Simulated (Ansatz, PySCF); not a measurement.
Process, species as SMILES: C=CCB(O)CC=C + 2 B (BH3) + 4 C (CH4) -> 2 BC (CH5B) + BO (H3BO) + 2 C=C (C2H4) + 2 CC (C2H6)
Geometries: B3LYP-D3(BJ)/def2-TZVP minima from Ansatz (a first-principles code), one conformer each, not searched for the lowest. Frequencies are from Ansatz or PySCF.

Quantity: bond separation energy (enthalpy at 298 K, with B3LYP-D3(BJ) rigid-rotor harmonic-oscillator terms), in eV. Valence correlation only, unless marked. No spin-orbit coupling. No relativistic terms. Basis-set limits of correlation are two-point, X^-3; Hartree-Fock from the larger set. [CCSD(T)-MP2]/basis is that difference in the basis named.

```csv
level,program,bond separation energy (eV)
PBE-D4/def2-TZVPD,Ansatz + dftd4,0.58
```

Task: Predict the RI-MP2/CBS(cc-pVTZ,cc-pVQZ)+[CCSD(T)-MP2]/cc-pVTZ result (Ansatz).

Result: 0.60 eV
